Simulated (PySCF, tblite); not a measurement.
Isomers of C7H7NSi. All values are computed: GFN2-xTB (tblite) harmonic vibrations without scaling, gas phase. The method is semi-empirical: single wavenumbers can be off by several per cent or more. Modes of hydrogen on silicon can be 10 to 20 % off. One conformer each.

Electronic energies: PBE0/pcSseg-1 single points on the GFN2-xTB geometries (PySCF, gas phase).

| SMILES | electronic energy, lowest = 0 (kJ/mol) |
| --- | --- |
| C=C=C(C#N)C#C[SiH2]C | 44.8 |
| C[C@H]1[SiH2]C=C1C#CC#N | 10.5 |
| C#CC[Si@@H]1C=C(C#N)C1 | 0.0 |

Problem. How do GFN2-xTB zero-point energies change the relative energies?

Solution. 
| SMILES | ZPE (kJ/mol) | of it from modes above 1550 cm⁻¹ | electronic (kJ/mol) | with ZPE, lowest = 0 (kJ/mol) | lowest mode (cm⁻¹) | rings |
| --- | --- | --- | --- | --- | --- | --- |
| C#CC[Si@@H]1C=C(C#N)C1 | 290.9 | 161.0 | 0.0 | 0.0 | 26 | 1 |
| C[C@H]1[SiH2]C=C1C#CC#N | 288.7 | 154.4 | 10.5 | 8.2 | 55 | 1 |
| C=C=C(C#N)C#C[SiH2]C | 278.7 | 157.9 | 44.8 | 32.6 | 9i | 0 |

The zero-point energies span 12.2 kJ/mol, from `C=C=C(C#N)C#C[SiH2]C` to `C#CC[Si@@H]1C=C(C#N)C1`. Slightly imaginary modes are left out of the zero-point energy: `C=C=C(C#N)C#C[SiH2]C` 8.6i cm⁻¹. The order is unchanged.

Problem. And how do the electronic energies of GFN2-xTB itself compare?

Solution. `C#CC[Si@@H]1C=C(C#N)C1` 58.8; `C[C@H]1[SiH2]C=C1C#CC#N` 0.0; `C=C=C(C#N)C#C[SiH2]C` 59.7 kJ/mol, lowest = 0. Against the energies above, taken from the same isomer `C#CC[Si@@H]1C=C(C#N)C1`, the largest difference is 69.3 kJ/mol.
